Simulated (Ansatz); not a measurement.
Isomers of C2H3BrO, relaxed with PBE0-D4/def2-TZVP in Ansatz; electronic energies, one conformer each and not always the lowest. Functionals use def2-TZVPP; CBS adds triple-zeta CCSD(T) − MP2 to the MP2 limit of def2-TZVPP and def2-QZVPP.

Outer-core shells of Br are correlated without core-valence functions. Scalar relativity is left out up to krypton. Spin–orbit coupling is left out.

(1) Order them by energy at frozen-core CCSD(T)/CBS, lowest first. (An estimate is asked.)
A. `BrC1CO1`
B. `C=C(O)Br`
C. `O=CCBr`
D. `CC(=O)Br`

(2) How do B2PLYP, B3LYP-D4, MP2/CBS(def2), HF/CBS(def2) place them (kcal/mol, against `CC(=O)Br`)? (Estimate.)

Answers

(1) D (0.0 kcal/mol), C (13.6 kcal/mol), B (21.8 kcal/mol), A (36.2 kcal/mol).

(2) Ansatz gave: 
```csv
isomer,B2PLYP,B3LYP-D4,MP2/CBS(def2),HF/CBS(def2)
`BrC1CO1`,38.6,39.3,36.2,38.6
`O=CCBr`,15.2,15.7,15.0,10.6
`C=C(O)Br`,24.1,24.1,22.4,23.4
```

B3LYP here is the variant with VWN-RPA as its local correlation; programs differ in this.
